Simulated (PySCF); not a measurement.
# [Eu(H2O)4]2+ at several levels of theory

Computed with PySCF 2.14.0 (density fitting, no spin-orbit coupling) at the geometry relaxed with PBE0:

```xyz
13
[Eu(H2O)4]2+ (singlet in the valence; each metal's 4f electrons, 7 of them, lie in its core potential, out of spins and levels)
Eu    0.0000    0.0000    0.0000
O     1.5083    1.4511    1.3908
H     2.3053    1.1911    1.8816
H     1.4377    2.4068    1.5518
O    -1.5083   -1.3907    1.4512
H    -1.4383   -1.5514    2.4066
H    -2.3047   -1.8821    1.1913
O     1.5083   -1.4511   -1.3908
H     1.4377   -2.4068   -1.5518
H     2.3053   -1.1911   -1.8816
O    -1.5083    1.3907   -1.4512
H    -2.3047    1.8821   -1.1913
H    -1.4383    1.5514   -2.4066
```

| level | basis | state | HOMO (eV) | gap (eV) | charge on Eu1 (e) | population of f-type functions on Eu1 (polarisation alone where 4f lies in the core) | dipole about the centre of mass (D) | largest force component (eV/Å) |
| --- | --- | --- | --- | --- | --- | --- | --- | --- |
| PBE0 | Eu lcecp-0-SVP with ECP53, O def2-SVP, H def2-SVP | singlet | – | – | 1.27 | 0.02 | 0.00 | 0.02 |
| TPSS | the same | singlet | – | – | 1.20 | 0.02 | 0.00 | 0.46 |
| PBE0 | Eu lcecp-0-TZVP with ECP53, O def2-TZVP, H def2-TZVP | singlet | – | – | 1.61 | 0.03 | 0.00 | 0.23 |

In the lcecp rows the 4f levels are missing from HOMO and gap, and the state counts the valence alone.

Charges are Mulliken's, which hang on the basis. The relaxation used the grid (50, 194), these runs (75, 302) or, all-electron (x2c bases, spin-free X2C Hamiltonian), (99, 590).

(1) What does BLYP with Eu lcecp-0-SVP with ECP53, O def2-SVP, H def2-SVP give here?

An lcecp potential fixes the number of 4f electrons, so in runs with it no electron can move into or out of that shell.

Answers

(1) state singlet, charge on Eu1 (e) 1.12, population of f-type functions on Eu1 (polarisation alone where 4f lies in the core) 0.02, dipole about the centre of mass (D) 0.00, largest force component (eV/Å) 0.61. Time: 8.8 s on 2 threads of Arm Neoverse V1 (shared host), from an already converged density.
